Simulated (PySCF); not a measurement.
BH₂O₃, SMILES [O]B(O)O (connectivity only; charge and spin as stated), charge -1, multiplicity 1. Heavy atoms are numbered as in [O:1][B:2]([OH:3])[OH:4]. Hydrogens are named by the atom that carries them.

Geometry: ωB97X-D3(BJ)/def2-SVPD. The spin state was assumed, not searched. The isomer is the one that the SMILES or the coordinates give; other isomers of the formula were not compared. One conformer was computed; it need not be the lowest.

All values below come from PBE0/pcSseg-2 (PySCF).

GIAO shieldings, no solvent; atoms alike by connectivity are averaged. δ = σ(ref) − σ: ¹⁷O against H2O (σ = 327.8 ppm); ¹¹B against BF3 (σ = 88.8 ppm); ¹H against TMS (σ = 31.54 ppm), references at their B3LYP-D3(BJ)/def2-TZVP geometries, non-relativistic.

| nucleus | atoms | count | δ (ppm) |
|---|---|---|---|
| ¹⁷O | O1 | 1 | 136.6 |
| ¹⁷O | O3 (OH) | 2 | 73.7 |
| ¹¹B | B2 | 1 | 4.8 |
| ¹H | H on O3 | 2 | -0.59 |
